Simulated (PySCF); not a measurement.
PySCF 2.14 output of an unrestricted BLYP calculation on a single atom or ion in x2c-QZVPPall, with the spin-free X2C one-electron Hamiltonian (Gaussian nucleus):

```
SCF conv_tol = 1e-09
number electrons alpha = 23  beta = 23
    A. D. Becke.,  Phys. Rev. A 38, 3098 (1988)
    C. Lee, W. Yang, and R. G. Parr.,  Phys. Rev. B 37, 785 (1988)
    B. Miehlich, A. Savin, H. Stoll, and H. Preuss.,  Chem. Phys. Lett. 157, 200 (1989)
cycle= 1 E= -5315.34762920472  delta_E= -0.0278  |g|= 0.138  |ddm|= 0.217
cycle= 2 E= -5315.33978364402  delta_E= 0.00785  |g|= 0.264  |ddm|= 0.127
cycle= 3 E= -5315.35207890768  delta_E= -0.0123  |g|= 0.0177  |ddm|= 0.0793
cycle= 4 E= -5315.35216453702  delta_E= -8.56e-05  |g|= 0.003  |ddm|= 0.00771
cycle= 5 E= -5315.35216652356  delta_E= -1.99e-06  |g|= 0.000114  |ddm|= 0.00103
cycle= 6 E= -5315.35216652698  delta_E= -3.42e-09  |g|= 1.24e-06  |ddm|= 4.23e-05
cycle= 7 E= -5315.35216652697  delta_E= 6.37e-12  |g|= 9.38e-08  |ddm|= 4.36e-07
converged SCF energy = -5315.35216652697  <S^2> = -2.4868996e-14  2S+1 = 1
```

The run itself started from symmetry-adapted Hartree-Fock orbitals and held the occupation by maximum overlap, on a logarithmic radial grid, so the iterations belong to that start.

**Question.** Which element, charge and spin multiplicity is this?

**Answer.** Ag⁺ (silver, charge +1), multiplicity 1; the state was [Kr] 4d10, closed-shell 1S.
